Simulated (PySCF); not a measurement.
**How methods differ on the excitation energy of Mg**

Mg [Ne] 3s2 (1S) → Mg [Ne] 3s1 4s1 (3S), as a difference of total energies. All numbers are calculated (PySCF 2.14, scalar relativity by spin-free X2C-1e, in x2c-QZVPPall with one added diffuse shell each of s, p, d, f type (10s7p6d3f, 82 functions)). Correlated levels: valence: [Ne] frozen; valence and next inner shell: 1s2 frozen. The calculations carry no spin-orbit coupling.

```
                                method  excitation energy (cm⁻¹)
                                   UHF                     34011
                                   LDA                     40753
                                   PBE                     39828
                                  PBE0                     39526
                                r2SCAN                     38992
                               r2SCAN0                     39059
                             CAM-B3LYP                     41830
                                 wB97X                     41348
                                PBEsol                     39477
                         MP2 (valence)                     38769
                     SCS-MP2 (valence)                     40094
    MP2 (valence and next inner shell)                     39655
SCS-MP2 (valence and next inner shell)                     40773
```

Errors of the correlated levels include the incompleteness of this basis and the frozen core.

For comparison: 41197 cm⁻¹ (measured; NIST levels).
